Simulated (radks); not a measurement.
The numbers below are computed, except where a source is named.
Task: Code: a radial shooting solver on a logarithmic mesh with Libxc functionals. Model: scalar-relativistic Kohn-Sham, r2SCAN, spin-unpolarised, spherical densities, finite nucleus; meta-GGA in the generalised Kohn-Sham scheme; Fermi nuclear charge, rms radius of each element as measured or else 0.836 A^(1/3) + 0.57 fm. Each species is in its NIST ground configuration. Rank Be2+, O2+, N2+, F2+, Ne2+, B2+, C2+ by mean radius of the outermost orbital (bohr), largest first.

Result: B2+ 1.66, C2+ 1.37, N2+ 1.17, O2+ 1.03, F2+ 0.916, Ne2+ 0.827, Be2+ 0.415.
